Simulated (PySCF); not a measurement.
C₃H₄BrF, SMILES F/C=C(\C)Br.

The structure is a stationary point at PBE0-D3(BJ)/def2-SVP.

Computed with PBE/def2-TZVP (PySCF).

Symmetry labels are those of the subgroup Cs that the program uses (full group Cs).

Question: List the valence orbital energies around the gap with their symmetry. (Estimate from the structure and the level; the computed values follow.)

Answer: 
```csv
orbital,symmetry,energy (eV)
HOMO−7,A",-11.53
HOMO−6,A",-10.50
HOMO−5,A',-10.29
HOMO−4,A',-9.39
HOMO−3,A',-9.10
HOMO−2,A",-7.94
HOMO−1,A',-7.12
HOMO,A",-5.85
LUMO,A',-1.03
LUMO+1,A",-0.97
LUMO+2,A',0.69
LUMO+3,A',1.64
```
